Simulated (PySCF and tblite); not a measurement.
C4H6FNSi, numbered as in [N:1]#[C:2][SiH2:3]/[CH:4]=[CH:5]\[CH2:6][F:7]. Conformers came from 90 starts (ETKDG and KDG, MMFF94s, GFN2-xTB); geometries are GFN2-xTB. Free energies are PBE0-D3(BJ)/pcSseg-1 single points with GFN2-xTB rigid-rotor and vibrational terms (modes under about 100 cm⁻¹ blended into free rotors). Symmetry numbers and mirror images are counted. Conformers within 2.5 kcal/mol (GFN2-xTB free energy) were kept, 6 at most. GIAO shieldings: PBE0/pcSseg-1. Shifts are against TMS (¹H), TMS (¹³C), CFCl3 (¹⁹F), TMS (²⁹Si), NH3 (¹⁵N) at the same level. Run with PySCF (density fitting) and tblite.

Torsions listed: C2–Si3–C4–C5, C4–C5–C6–F7. Of a mirror pair one member is shown.

```
conformer         shape  point group  mirror pair  ΔE(DFT)  Δ(G−E) at 298.15 K  δ F7 (ppm)
        1      180°, 0°           Cs           no     0.00                0.00      -265.4
        2      56°, 18°           C1          yes     1.18                0.09      -247.4
        3   -50°, -156°           C1          yes     3.70               -0.47      -251.6
        4  -176°, -151°           C1          yes     4.79               -0.63      -250.2
```

Energies in kcal/mol; the thermal term leaves out symmetry numbers and mirror images.

Question: Work out the weights at 298.15 K and the ¹⁹F shift of F7 under fast exchange.

Answer: RT = 0.592 kcal/mol. Each conformer gets RT ln(σ/g), with σ the rotational symmetry number and g = 2 for a mirror pair: 1: σ = 1, g = 1, G = 0.00 + 0.00 + 0.00 = 0.00, 0.00 above the lowest, exp(−ΔG/RT) = 1.000; 2: σ = 1, g = 2, G = 1.18 + 0.09 − 0.41 = 0.86, 0.86 above the lowest, exp(−ΔG/RT) = 0.235; 3: σ = 1, g = 2, G = 3.70 − 0.47 − 0.41 = 2.82, 2.82 above the lowest, exp(−ΔG/RT) = 0.009; 4: σ = 1, g = 2, G = 4.79 − 0.63 − 0.41 = 3.74, 3.74 above the lowest, exp(−ΔG/RT) = 0.002. The sum is 1.246, so the weights are 80.3, 18.9, 0.7, 0.1 %. The averaged shift is -261.9 ppm. At 298.15 K the leading conformer alone gives -265.4 ppm and bare DFT energies give -263.2 ppm.

The minima are those of GFN2-xTB; planar forms about aryl–S or allylic bonds may be saddles in DFT. Unscaled ¹⁹F shifts at such levels can be off by tens of ppm; differences between conformers or isomers are more reliable.


¹⁵N shifts are against a computed isolated NH3 molecule, about 20 ppm from the liquid.